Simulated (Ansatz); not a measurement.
The first iterations of a band of ClF₂H₆N₂OTa (13 atoms, charge 0, multiplicity 1).

The calculation used RKS PBE/def2-SVP (Ansatz 0.2.0).

```yaml
movable_images: 5
climbing_image: yes
spring: 5.0 eV/Å²
optimiser: quadratic models (default)
start_path: through a guess of the saddle point
force_threshold: 0.03 eV/Å
iteration_limit: 60
end_points: relaxed
```

Initial state:

```xyz
13
Properties=species:S:1:pos:R:3
Ta 0.038 0.101 -0.073
O 1.953 -0.172 0.221
H 2.239 -0.957 0.725
F -0.198 0.151 1.830
F 0.053 -0.294 -1.956
Cl -1.735 1.713 -0.242
N -0.788 -1.696 0.042
H -1.139 -2.108 0.913
H -0.980 -2.295 -0.767
N 1.175 2.042 -0.936
H 0.964 2.142 -1.938
H 0.920 2.931 -0.485
H 2.190 1.897 -0.835
```

Final state:

```xyz
13
Properties=species:S:1:pos:R:3
Ta -0.296 0.394 -0.310
O 1.955 -0.354 -0.220
H 2.233 -0.516 0.703
F 0.084 0.695 1.538
F -0.095 -0.087 -2.135
Cl -2.387 1.417 -0.348
N -0.730 -1.541 0.040
H -0.857 -1.948 0.976
H -0.616 -2.299 -0.642
N 0.978 1.990 -0.786
H 1.151 2.293 -1.751
H 1.113 2.790 -0.156
H 2.159 0.619 -0.408
```

| iteration | highest image above the first end (eV) | largest band force component (eV/Å) |
| --- | --- | --- |
| 1 | 6.655 | 8.586 |
| 2 | 3.452 | 3.048 |
| 3 | 2.020 | 4.041 |
| 4 | 1.544 | 1.436 |
| 5 | 1.116 | 1.375 |
| 6 | 1.104 | 1.556 |
| 7 | 1.096 | 1.016 |
| 8 | 1.092 | 0.725 |

Q: Does the band converge within its limit, and where does its top end?

A: The forces met the threshold. It ended after 25 iterations with the highest image 1.068 eV above the first end. A vibrational analysis at the climbing image gives one clearly imaginary mode, 416i cm⁻¹: a first-order saddle point. The orbitals stay closed-shell, which can raise the energy where a bond breaks towards radicals; this wasn't checked here.

The run took 100 s on 4 threads of AMD EPYC 9R45 96-Core Processor (Zen 5), with other jobs on the host, peak memory 0.25 GiB.
